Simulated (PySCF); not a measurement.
C₂H₈OSSi, SMILES C([SiH2]SC)O, GFN2-xTB optimised geometry.

```
13

C      2.18    -1.26     0.10
S      0.39    -1.55     0.13
Si    -0.28     0.48     0.00
C     -2.18     0.48     0.00
O     -2.66     1.82     0.00
H      2.66    -2.23     0.18
H      2.47    -0.64     0.94
H      2.46    -0.78    -0.83
H      0.26     1.09    -1.21
H      0.22     1.21     1.18
H     -2.60    -0.08     0.84
H     -2.57     0.04    -0.91
H     -2.43     2.23     0.84
```

Density from PBE/def2-TZVP in PySCF 2.14.0 at that geometry.

Minimum of the electron density along straight lines between bonded atoms, close to the bond critical point (lines longer than 1.1 times the sum of covalent radii, or with two minima, are not listed):

```tsv
bond	length / Å	ρ at the minimum / e bohr⁻³	∇²ρ there / e bohr⁻⁵	position (fraction from the first atom)
C1–S2	1.819	0.174	-0.26	0.47
S2–Si3	2.139	0.100	0.08	0.64
Si3–C4	1.901	0.120	0.13	0.39
C4–O5	1.420	0.256	-0.53	0.37
C1–H6	1.084	0.281	-0.96	0.65
C1–H7	1.085	0.282	-0.96	0.65
C1–H8	1.085	0.282	-0.96	0.65
Si3–H9	1.460	0.126	0.17	0.50
Si3–H10	1.469	0.123	0.17	0.50
C4–H11	1.096	0.277	-0.93	0.64
C4–H12	1.090	0.281	-0.97	0.65
O5–H13	0.962	0.364	-2.42	0.80
```
